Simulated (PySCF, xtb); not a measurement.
CH4I2Si, SMILES I[SiH](I)C.

GFN2-xTB in xtb at its own geometry gives an orbital gap of 5.32 eV and a dipole moment of 5.45 D.

Geometry: B3LYP-D3(BJ)/def2-SVP. The def2 effective core potentials stand for the cores of I; spin–orbit coupling is left out.

**Question.** What does PySCF with PBE/def2-TZVP give? (Estimate from the structure and the level; the computed values follow.)

**Answer.** gap 4.35 eV (levels -6.44 and -2.10 eV), dipole 1.79 D.
